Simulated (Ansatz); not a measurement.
**Molecular dynamics of Cl₂FH₂O₂Ta**

The input (input.yaml):

```yaml
crystal:
  periodic: [false, false, false]
  atoms:
    - { symbol: Ta, position_ang: [-0.038453, -0.013233, 0.021952] }
    - { symbol: Cl, position_ang: [2.292129, 0.259701, 0.094944] }
    - { symbol: O, position_ang: [-0.055762, -0.371056, 1.83324] }
    - { symbol: H, position_ang: [-0.173147, -1.051051, 2.498295] }
    - { symbol: Cl, position_ang: [0.145961, -0.099848, -2.364005] }
    - { symbol: O, position_ang: [-0.925951, 1.590926, 0.107909] }
    - { symbol: H, position_ang: [-1.34795, 2.341016, 0.471159] }
    - { symbol: F, position_ang: [-1.044878, -1.630364, -0.177563] }
basis:
  gaussian: { orbitals: def2-SVP }
hamiltonian:
  xc: hf
md:
  timestep: 1.0
  n_steps: 166
  ensemble: nvt_langevin
  temperature: 100.0
  initial_velocities: maxwell_boltzmann
  seed: 288182
  friction: 0.005
```

Run as:

```bash
$ ansatz run input.yaml --threads 2 --pin off --max-ram 3072MiB --backend cpu --events-out ev --progress --plain --runs-dir out
```

It goes on from the last frame of an earlier run, with new velocities.

Output, in part (one step line in 3, the closing report, with atoms numbered from 0):

```
md step     0: t =     0.00 fs  T =    87.5 K  F+E_penalty+E_count = -33347.78761065 eV  E_kin = 0.090482 eV  (39 SCF iters)
md step     3: t =     3.00 fs  T =    83.9 K  F+E_penalty+E_count = -33347.79917784 eV  E_kin = 0.086792 eV  (41 SCF iters)
md step     6: t =     6.00 fs  T =    97.0 K  F+E_penalty+E_count = -33347.81364161 eV  E_kin = 0.100287 eV  (40 SCF iters)
md step     9: t =     9.00 fs  T =    90.5 K  F+E_penalty+E_count = -33347.81575303 eV  E_kin = 0.093576 eV  (40 SCF iters)
md step    12: t =    12.00 fs  T =    96.5 K  F+E_penalty+E_count = -33347.80910847 eV  E_kin = 0.099739 eV  (40 SCF iters)
md step    15: t =    15.00 fs  T =    78.2 K  F+E_penalty+E_count = -33347.80225112 eV  E_kin = 0.080818 eV  (40 SCF iters)
md step    18: t =    18.00 fs  T =    78.1 K  F+E_penalty+E_count = -33347.80069227 eV  E_kin = 0.080763 eV  (41 SCF iters)
md step    21: t =    21.00 fs  T =    72.4 K  F+E_penalty+E_count = -33347.79391094 eV  E_kin = 0.074856 eV  (40 SCF iters)
md step    24: t =    24.00 fs  T =    63.9 K  F+E_penalty+E_count = -33347.78633956 eV  E_kin = 0.066052 eV  (40 SCF iters)
md step    27: t =    27.00 fs  T =    77.8 K  F+E_penalty+E_count = -33347.78559131 eV  E_kin = 0.080462 eV  (40 SCF iters)
md step    30: t =    30.00 fs  T =    86.2 K  F+E_penalty+E_count = -33347.79007931 eV  E_kin = 0.089175 eV  (40 SCF iters)
md step    33: t =    33.00 fs  T =    88.1 K  F+E_penalty+E_count = -33347.80041016 eV  E_kin = 0.091116 eV  (40 SCF iters)
md step    36: t =    36.00 fs  T =    94.7 K  F+E_penalty+E_count = -33347.80574064 eV  E_kin = 0.097947 eV  (39 SCF iters)
md step    39: t =    39.00 fs  T =    93.1 K  F+E_penalty+E_count = -33347.80304059 eV  E_kin = 0.096253 eV  (44 SCF iters)
md step    42: t =    42.00 fs  T =    87.8 K  F+E_penalty+E_count = -33347.80024457 eV  E_kin = 0.090774 eV  (39 SCF iters)
md step    45: t =    45.00 fs  T =    88.4 K  F+E_penalty+E_count = -33347.80010872 eV  E_kin = 0.091426 eV  (40 SCF iters)
md step    48: t =    48.00 fs  T =    80.6 K  F+E_penalty+E_count = -33347.80060785 eV  E_kin = 0.083339 eV  (40 SCF iters)
md step    51: t =    51.00 fs  T =    74.7 K  F+E_penalty+E_count = -33347.80296955 eV  E_kin = 0.077244 eV  (40 SCF iters)
md step    54: t =    54.00 fs  T =    68.3 K  F+E_penalty+E_count = -33347.80365586 eV  E_kin = 0.070648 eV  (40 SCF iters)
md step    57: t =    57.00 fs  T =    62.2 K  F+E_penalty+E_count = -33347.80532703 eV  E_kin = 0.064329 eV  (40 SCF iters)
md step    60: t =    60.00 fs  T =    69.0 K  F+E_penalty+E_count = -33347.80903986 eV  E_kin = 0.071341 eV  (40 SCF iters)
md step    63: t =    63.00 fs  T =    67.5 K  F+E_penalty+E_count = -33347.80579493 eV  E_kin = 0.069836 eV  (41 SCF iters)
md step    66: t =    66.00 fs  T =    56.2 K  F+E_penalty+E_count = -33347.79612882 eV  E_kin = 0.058160 eV  (41 SCF iters)
md step    69: t =    69.00 fs  T =    55.8 K  F+E_penalty+E_count = -33347.78852903 eV  E_kin = 0.057686 eV  (40 SCF iters)
md step    72: t =    72.00 fs  T =    59.8 K  F+E_penalty+E_count = -33347.78979407 eV  E_kin = 0.061882 eV  (40 SCF iters)
md step    75: t =    75.00 fs  T =    67.5 K  F+E_penalty+E_count = -33347.79357146 eV  E_kin = 0.069785 eV  (41 SCF iters)
md step    78: t =    78.00 fs  T =    69.9 K  F+E_penalty+E_count = -33347.79538132 eV  E_kin = 0.072302 eV  (40 SCF iters)
md step    81: t =    81.00 fs  T =    79.0 K  F+E_penalty+E_count = -33347.79682370 eV  E_kin = 0.081707 eV  (40 SCF iters)
md step    84: t =    84.00 fs  T =    70.5 K  F+E_penalty+E_count = -33347.79604857 eV  E_kin = 0.072884 eV  (40 SCF iters)
md step    87: t =    87.00 fs  T =    72.8 K  F+E_penalty+E_count = -33347.79919476 eV  E_kin = 0.075306 eV  (40 SCF iters)
md step    90: t =    90.00 fs  T =    65.6 K  F+E_penalty+E_count = -33347.79311531 eV  E_kin = 0.067879 eV  (40 SCF iters)
md step    93: t =    93.00 fs  T =    54.5 K  F+E_penalty+E_count = -33347.77921246 eV  E_kin = 0.056386 eV  (40 SCF iters)
md step    96: t =    96.00 fs  T =    41.8 K  F+E_penalty+E_count = -33347.76553139 eV  E_kin = 0.043221 eV  (40 SCF iters)
md step    99: t =    99.00 fs  T =    46.9 K  F+E_penalty+E_count = -33347.76506665 eV  E_kin = 0.048496 eV  (40 SCF iters)
md step   102: t =   102.00 fs  T =    50.4 K  F+E_penalty+E_count = -33347.77743494 eV  E_kin = 0.052082 eV  (40 SCF iters)
md step   105: t =   105.00 fs  T =    57.2 K  F+E_penalty+E_count = -33347.78288677 eV  E_kin = 0.059140 eV  (40 SCF iters)
md step   108: t =   108.00 fs  T =    60.4 K  F+E_penalty+E_count = -33347.77948441 eV  E_kin = 0.062459 eV  (39 SCF iters)
md step   111: t =   111.00 fs  T =    76.8 K  F+E_penalty+E_count = -33347.78625037 eV  E_kin = 0.079456 eV  (40 SCF iters)
md step   114: t =   114.00 fs  T =    84.2 K  F+E_penalty+E_count = -33347.79962629 eV  E_kin = 0.087034 eV  (40 SCF iters)
md step   117: t =   117.00 fs  T =    76.8 K  F+E_penalty+E_count = -33347.80103541 eV  E_kin = 0.079408 eV  (40 SCF iters)
md step   120: t =   120.00 fs  T =    69.5 K  F+E_penalty+E_count = -33347.79527828 eV  E_kin = 0.071894 eV  (40 SCF iters)
md step   123: t =   123.00 fs  T =    67.7 K  F+E_penalty+E_count = -33347.79078392 eV  E_kin = 0.070011 eV  (40 SCF iters)
md step   126: t =   126.00 fs  T =    80.6 K  F+E_penalty+E_count = -33347.79918489 eV  E_kin = 0.083389 eV  (41 SCF iters)
md step   129: t =   129.00 fs  T =    88.6 K  F+E_penalty+E_count = -33347.81366025 eV  E_kin = 0.091659 eV  (40 SCF iters)
md step   132: t =   132.00 fs  T =   103.5 K  F+E_penalty+E_count = -33347.81755008 eV  E_kin = 0.106997 eV  (40 SCF iters)
md step   135: t =   135.00 fs  T =   106.6 K  F+E_penalty+E_count = -33347.80558085 eV  E_kin = 0.110231 eV  (40 SCF iters)
md step   138: t =   138.00 fs  T =   103.5 K  F+E_penalty+E_count = -33347.78655556 eV  E_kin = 0.107000 eV  (40 SCF iters)
md step   141: t =   141.00 fs  T =   104.7 K  F+E_penalty+E_count = -33347.78469345 eV  E_kin = 0.108246 eV  (41 SCF iters)
md step   144: t =   144.00 fs  T =    83.6 K  F+E_penalty+E_count = -33347.78554888 eV  E_kin = 0.086472 eV  (40 SCF iters)
md step   147: t =   147.00 fs  T =    77.4 K  F+E_penalty+E_count = -33347.77891986 eV  E_kin = 0.080066 eV  (39 SCF iters)
md step   150: t =   150.00 fs  T =    78.3 K  F+E_penalty+E_count = -33347.77212544 eV  E_kin = 0.080958 eV  (40 SCF iters)
md step   153: t =   153.00 fs  T =    88.8 K  F+E_penalty+E_count = -33347.77444821 eV  E_kin = 0.091815 eV  (40 SCF iters)
md step   156: t =   156.00 fs  T =    96.4 K  F+E_penalty+E_count = -33347.78397619 eV  E_kin = 0.099656 eV  (40 SCF iters)
md step   159: t =   159.00 fs  T =    88.7 K  F+E_penalty+E_count = -33347.78071923 eV  E_kin = 0.091744 eV  (40 SCF iters)
md step   162: t =   162.00 fs  T =    82.5 K  F+E_penalty+E_count = -33347.76980121 eV  E_kin = 0.085297 eV  (39 SCF iters)
md step   165: t =   165.00 fs  T =    79.0 K  F+E_penalty+E_count = -33347.76369527 eV  E_kin = 0.081693 eV  (40 SCF iters)
md step   166: t =   166.00 fs  T =    83.2 K  F+E_penalty+E_count = -33347.77058414 eV  E_kin = 0.086083 eV  (43 SCF iters)
Total energy: -33347.77058414 eV, -1225.5079650364 hartree
Atom 0 at    -0.084151    -0.090288     0.078450 Å, force     1.569179     0.647860    -0.279756 eV/Å
Atom 1 at     2.311638     0.094312     0.088037 Å, force    -0.686917    -0.006836     0.168158 eV/Å
Atom 2 at    -0.027199    -0.338671     1.914253 Å, force    -0.074232     0.105314     0.073285 eV/Å
Atom 3 at     0.216798    -0.380578     2.814775 Å, force     0.163819    -0.106727     0.481944 eV/Å
Atom 4 at     0.087559    -0.013991    -2.287696 Å, force    -0.144766    -0.077654    -0.207719 eV/Å
Atom 5 at    -1.039989     1.478608     0.145984 Å, force    -0.813843     0.922307     0.361872 eV/Å
Atom 6 at    -1.583432     2.188765     0.495209 Å, force     0.579305    -0.754278    -0.371071 eV/Å
Atom 7 at    -0.957729    -1.701472    -0.074302 Å, force    -0.592545    -0.729985    -0.226712 eV/Å
Dipole moment:    -0.507586     0.490024     0.997203 e Å
```

The run went to its last step. The mean temperature of the second half is 23 % below the set value. A run of 0.17 ps of so small a system gives no equilibrium averages.

The same pairs are bonded in the first frame and the last. Pairs count as bonded within 1.25 times the sum of covalent radii (0.12 Å more for H–H).

Last frame:

```xyz
8
Properties=species:S:1:pos:R:3
Ta -0.084 -0.090 0.079
Cl 2.312 0.094 0.088
O -0.027 -0.339 1.914
H 0.217 -0.381 2.815
Cl 0.088 -0.014 -2.288
O -1.040 1.479 0.146
H -1.583 2.189 0.495
F -0.958 -1.702 -0.074
```

Time of the run: 6.2 min on 2 threads of Arm Neoverse V1, with other jobs on the host, peak memory 0.28 GiB.
